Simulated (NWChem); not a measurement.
System: AlAsH₃OF; SMILES [F][Al]([AsH2])[OH]

```xyz
7

Al     0.0302     1.0120     0.2360
As    -0.3205    -1.3812     0.3481
H      0.2067    -1.4833    -1.0974
H     -1.7654    -1.1606    -0.1446
F     -1.1042     2.0892     0.8560
O      1.4987     1.6139    -0.4066
H      1.7107     2.5609    -0.4352
```
Atoms are numbered in this order, from 1.

Results from NWChem. Pople sets run with spherical d functions. Geometry: optimised at PBE-D3(BJ)/def2-SVP. Vzz is the largest principal value of the second derivative of the potential at the nucleus (NWChem prints the opposite sign); η is the asymmetry. Non-relativistic.

| level | Vzz Al1 (a.u.) | η Al1 | Vzz As2 (a.u.) | η As2 | Vzz O6 (a.u.) | η O6 | relative time |
|---|---|---|---|---|---|---|---|
| PBE0/6-31G* | 0.729 | 0.26 | -1.317 | 0.87 | 1.317 | 0.20 | 1 |
| PBE0/cc-pVTZ | 1.000 | 0.26 | -1.387 | 0.89 | 1.325 | 0.15 | 5 |
| CAM-B3LYP/6-31G* | 0.754 | 0.26 | -1.422 | 0.87 | 1.329 | 0.19 | 2 |
| CAM-B3LYP/def2-SVP | 0.777 | 0.27 | -1.564 | 0.95 | 1.370 | 0.17 | 2 |

The last column is a rough cost ratio, cheapest run = 1.
